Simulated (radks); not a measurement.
Task: The mean radii <r> (bohr) of the occupied orbitals of an atom or ion are listed with their occupations. Method: scalar-relativistic Kohn-Sham, PBE, spin-polarised, spherical densities, point nucleus; computed with a radial shooting solver on a logarithmic mesh with Libxc functionals.

| orbital | occ. | <r> |
|---|---|---|
| 1s up | 1 | 0.04860 |
| 1s down | 1 | 0.04860 |
| 2s up | 1 | 0.2179 |
| 2s down | 1 | 0.2178 |
| 2p up | 3 | 0.1908 |
| 2p down | 3 | 0.1907 |
| 3s up | 1 | 0.6473 |
| 3s down | 1 | 0.6475 |
| 3p up | 3 | 0.6712 |
| 3p down | 3 | 0.6713 |
| 3d up | 5 | 0.7529 |
| 3d down | 4 | 0.7520 |
| 4s up | 1 | 1.888 |

Name the element and its charge. Open shells, if any, are filled with parallel spins first.

Result: Z = 31, gallium, charge +3: Ga3+ in [Ar] 3d9 4s1. The 1s radius gives Z: for a bare nucleus <r> = (2 gamma + 1)/(2Z) with gamma = sqrt(1 - (Z/c)^2), 0.04755 bohr for Z = 31, and screening makes it slightly larger (0.04860 here). The occupations add up to 28, and the charge is Z minus that.
